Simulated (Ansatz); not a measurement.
Total energies of Mn(NH2)2 (MnN2H4) from Ansatz at PBE-D4/def2-TZVP, gas phase (1 Eh = 27.2114 eV = 2625.5 kJ/mol). The reference geometry is relaxed at r2SCAN-D4/def2-TZVP.

Cartesian coordinates in Å:
```
Mn -0.0011 0.0028 -0.0017
N 1.7256 0.2205 -0.7219
H 1.9645 0.2242 -1.7044
H 2.5779 0.3565 -0.1953
N -1.7260 -0.2205 0.7208
H -2.3872 0.5166 0.9252
H -2.1536 -1.1001 0.9772
```

| state | geometry | energy (Eh) |
| --- | --- | --- |
| charge 0 sextet | reference | -1262.63175 |
| charge 0 quartet | relaxed at r2SCAN-D4/def2-TZVP | -1262.60163 |
| free Mn atom (sextet) | – | -1150.72327 |
| free N atom (quartet) | – | -54.53214 |
| free H atom (doublet) | – | -0.49962 |

Q: Which of the charge 0 states is lowest, and how far above it are the others?

A: The sextet. quartet: -1262.60163 − (-1262.63175) = 0.03012 Eh = 79.1 kJ/mol.

Q: What is the binding energy per atom against free atoms?

A: Atoms: 1 × (-1150.72327) + 2 × (-54.53214) + 4 × (-0.49962) = -1261.78603 Eh. Binding: -1261.78603 − (-1262.63175) = 0.84572 Eh = 23.01 eV, or 3.29 eV for each of 7 atoms (no zero-point energy, no counterpoise term).

The doublet lies 1.83 eV above the sextet at this level but is left out (at the level of its geometry, ⟨S²⟩ 2.43, where a pure state has 0.75).
